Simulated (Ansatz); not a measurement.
Input:

```yaml
crystal:
  periodic: [false, false, false]
  atoms:
    - { symbol: "N", position_ang: [-1.587585, 0.327283, -0.108797] }
    - { symbol: C, position_ang: [-0.190669, 0.388332, 0.020282] }
    - { symbol: O, position_ang: [0.154603, 1.744666, 0.078899] }
    - { symbol: "N", position_ang: [0.347277, -0.487687, 1.09345] }
    - { symbol: B, position_ang: [1.136123, -1.185238, 0.119274] }
    - { symbol: "N", position_ang: [0.681346, -0.349335, -0.971396] }
    - { symbol: H, position_ang: [-2.086596, 1.123445, -0.492202] }
    - { symbol: H, position_ang: [-2.088498, -0.489946, 0.221262] }
    - { symbol: H, position_ang: [1.062602, 1.779211, -0.280094] }
    - { symbol: H, position_ang: [0.425445, -0.195603, 2.06772] }
    - { symbol: H, position_ang: [1.897162, -2.124498, 0.185598] }
    - { symbol: H, position_ang: [0.32579, -0.585829, -1.899996] }
basis:
  gaussian: { orbitals: def2-SVP }
hamiltonian:
  xc: pbe
phonons: {}
```

Command:

```bash
$ ansatz run input.yaml --threads 2 --pin off --max-ram 3072MiB --backend cpu --events-out ev --progress --plain --runs-dir out
```

Hardware: 2 threads of Intel(R) Xeon(R) 6975P-C (Granite Rapids), with other jobs on the host.

**Question.** Roughly how long does this run take, and how much memory?

**Answer.** 60 s, with a peak of 0.17 GiB, for 0 ionic steps.
